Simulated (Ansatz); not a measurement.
Computed with Ansatz on PBE0-D4/def2-TZVP structures; ΔE is electronic, products minus reactants. CBS: MP2 limit from def2 TZ/QZ plus the TZ coupled-cluster correction, frozen cores. DFT in def2-TZVPP. B3LYP here is the variant with VWN-RPA as its local correlation; programs differ in this. For Ge outer-core shells are correlated without core-valence functions, which leaves a few kJ/mol of doubt a bond. Scalar relativity is left out up to krypton. One conformer a species, not always the lowest.

`O[SiH2][SiH]1CO1` + `O[C](F)(F)[GeH3]` → `[GeH3][SiH]1CO1` + `O[SiH2]C(O)(F)F`  (redistribution)

```json
{"level": "PBE-D4", "ΔE (kJ/mol)": "-38.4", "difference from CCSD(T)/CBS": "8.6"}
{"level": "r2SCAN-D4", "ΔE (kJ/mol)": "-42.8", "difference from CCSD(T)/CBS": "4.2"}
{"level": "B3LYP-D4", "ΔE (kJ/mol)": "-45.8", "difference from CCSD(T)/CBS": "1.2"}
{"level": "ωB97M-V", "ΔE (kJ/mol)": "-48.1", "difference from CCSD(T)/CBS": "-1.1"}
{"level": "B2PLYP", "ΔE (kJ/mol)": "-47.8", "difference from CCSD(T)/CBS": "-0.8"}
{"level": "PBE", "ΔE (kJ/mol)": "-39.7", "difference from CCSD(T)/CBS": "7.3"}
{"level": "r2SCAN", "ΔE (kJ/mol)": "-43.1", "difference from CCSD(T)/CBS": "3.9"}
{"level": "PBE0", "ΔE (kJ/mol)": "-43.6", "difference from CCSD(T)/CBS": "3.4"}
{"level": "B3LYP", "ΔE (kJ/mol)": "-48.1", "difference from CCSD(T)/CBS": "-1.1"}
{"level": "HF/def2-TZVPP", "ΔE (kJ/mol)": "-56.1", "difference from CCSD(T)/CBS": "-9.1"}
{"level": "SCS-MP2/def2-TZVPP", "ΔE (kJ/mol)": "-47.6", "difference from CCSD(T)/CBS": "-0.6"}
{"level": "CCSD(T)/def2-TZVPP", "ΔE (kJ/mol)": "-45.1", "difference from CCSD(T)/CBS": "1.9"}
{"level": "HF/def2-QZVPP", "ΔE (kJ/mol)": "-56.4", "difference from CCSD(T)/CBS": "-9.4"}
{"level": "SCS-MP2/def2-QZVPP", "ΔE (kJ/mol)": "-48.6", "difference from CCSD(T)/CBS": "-1.6"}
{"level": "MP2/CBS(def2)", "ΔE (kJ/mol)": "-48.9", "difference from CCSD(T)/CBS": "-1.9"}
{"level": "CCSD/CBS(def2)", "ΔE (kJ/mol)": "-49.3", "difference from CCSD(T)/CBS": "-2.3"}
{"level": "CCSD(T)/CBS", "ΔE (kJ/mol)": "-47.0", "difference from CCSD(T)/CBS": "0"}
```

Largest T1 diagnostic among the species: 0.014.

From PBE to PBE0 (25 % exact exchange), in def2-TZVPP and without D4, ΔE moves by −3.8 kJ/mol. In def2-TZVPP, CCSD(T) changes the Hartree–Fock value by +11.0 kJ/mol (the triples alone add +2.3 kJ/mol) and MP2 by +9.1 kJ/mol.
